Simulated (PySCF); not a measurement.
Gas-phase equilibrium of 1 mol GeCl4, 2.9 mol H2 at 1400 K and 0.100 bar, among 17 species (GeH4, Ge2H6, GeH3Cl, HCl, GeCl3, H, H2, Ge3H8, GeHCl3, GeH3, GeCl4, Cl, Cl2, GeCl2, GeHCl, GeH2, GeH2Cl2). Only gases are allowed; each row takes one source of thermochemistry for all species, and Cantera finds the minimum.

Energies from PySCF, thermal terms from the rigid-rotor harmonic-oscillator model, ideal gas at 1 bar. † marks an energy on the PBE0/def2-TZVP geometry and frequencies; other levels use their own. 6-31G* has spherical d functions here. Open shells (unrestricted) among the columns below: H (multiplicity 2), Cl (multiplicity 2, electronic degeneracy 6); the rest are closed-shell singlets. Spin-orbit splitting is ignored; it lowers the true energy and changes the entropy of Cl. B3LYP is the form with VWN-RPA correlation. Ge: all electrons, no relativistic terms. GeHCl: computed as isolated molecules; such fragments, hydroxides, amides, oligomers or adducts are transient or little studied in the gas. The harmonic model lacks anharmonicity and excited electronic states, which grow with temperature; levels with a mode under 35 cm⁻¹ are left out.

Molecules larger than those listed are left out, and so are free Ge atoms, whose spin-orbit terms are large.

With B3LYP/6-31G* thermochemistry: HCl 0.41, H2 0.39, GeCl2 0.20, Cl 0.00011, H 9.7e-6, GeHCl 1.7e-5, GeCl4 4.5e-7.

Q: How far does the composition move with the other sources (HF/6-31G*, M06-2X/def2-TZVP†, PBE/def2-SVP, PBE0/def2-QZVP†, r2SCAN/def2-TZVP†)?

A: 
```
thermochemistry    x HCl  x H2  x GeCl2     x Cl     x H  x GeHCl  x GeCl4
-----------------  -----  ----  -------  -------  ------  -------  -------
B3LYP/6-31G*        0.41  0.39     0.20  0.00011  9.7e-6   1.7e-5   4.5e-7
HF/6-31G*           0.38  0.39     0.20    0.022  0.0016  0.00025   1.0e-6
M06-2X/def2-TZVP†   0.41  0.39     0.20   1.3e-5  1.3e-5   1.9e-5   5.3e-5
PBE/def2-SVP        0.41  0.39     0.20   7.4e-6  3.3e-5   2.5e-5   1.5e-6
PBE0/def2-QZVP†     0.41  0.39     0.20   7.2e-6  2.5e-5   6.6e-5   1.2e-6
r2SCAN/def2-TZVP†   0.41  0.39     0.20   1.0e-5  1.5e-5   1.9e-5   1.2e-5
```
The most sensitive of these is Cl: it spans a factor of 10^3.5 over these rows; at this temperature one factor of ten is RT ln 10 = 27 kJ/mol.
